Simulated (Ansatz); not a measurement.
The first iterations of a band of ClF2H4N2Ta + H2 (12 atoms, charge 0, multiplicity 1).

Level of theory: RKS B3LYP-D4/def2-SVP in Ansatz.

| Item | Value |
| --- | --- |
| movable images | 5 |
| climbing image | yes |
| spring | 5.0 eV/Å² |
| optimiser | quadratic models (default) |
| start path | through a guess of the saddle point |
| force threshold | 0.05 eV/Å |
| iteration limit | 60 |
| end points | relaxed |

Initial state:

```xyz
12
Properties=species:S:1:pos:R:3
Ta -0.091 0.328 0.063
Cl 2.175 1.025 0.079
F 0.007 0.024 1.946
N 0.205 -0.173 -1.844
H -0.333 -0.910 -2.300
H 1.040 0.036 -2.387
N -1.104 1.988 -0.064
H -1.404 2.505 0.763
H -1.395 2.455 -0.919
F -1.389 -1.064 -0.004
H 1.038 -2.425 0.495
H 1.683 -2.023 0.508
```

Final state:

```xyz
12
Properties=species:S:1:pos:R:3
Ta -0.766 -0.230 0.129
Cl 3.312 0.242 -0.683
F -1.102 -0.621 1.966
N 0.076 -0.507 -1.647
H -0.436 -0.910 -2.434
H 1.075 -0.487 -1.861
N -0.856 1.726 0.187
H -1.208 2.239 0.997
H -0.650 2.359 -0.582
F -2.259 -1.246 -0.470
H 0.910 -0.635 0.635
H 2.335 -0.164 0.099
```

| iteration | highest image above the first end (eV) | largest band force component (eV/Å) |
| --- | --- | --- |
| 1 | 3.685 | 4.415 |
| 2 | 2.457 | 5.087 |
| 3 | 2.238 | 2.781 |
| 4 | 2.012 | 1.348 |
| 5 | 1.892 | 1.024 |
| 6 | 1.810 | 0.917 |
| 7 | 1.745 | 0.725 |
| 8 | 1.658 | 1.243 |
| 9 | 1.611 | 0.728 |
| 10 | 1.597 | 0.534 |
| 11 | 1.561 | 0.317 |
| 12 | 1.591 | 0.517 |
| 13 | 1.631 | 0.365 |
| 14 | 1.691 | 0.765 |

Does the band converge within its limit, and where does its top end?

The run converged. It ended after 43 iterations with the highest image 1.658 eV above the first end. A vibrational analysis at the climbing image gives one clearly imaginary mode, 144i cm⁻¹: a first-order saddle point. The orbitals stay closed-shell, which can raise the energy where a bond breaks towards radicals; this wasn't checked here.

Time of the run: 10 min on 4 threads of Arm Neoverse V2, on a shared host, peak memory 0.43 GiB.
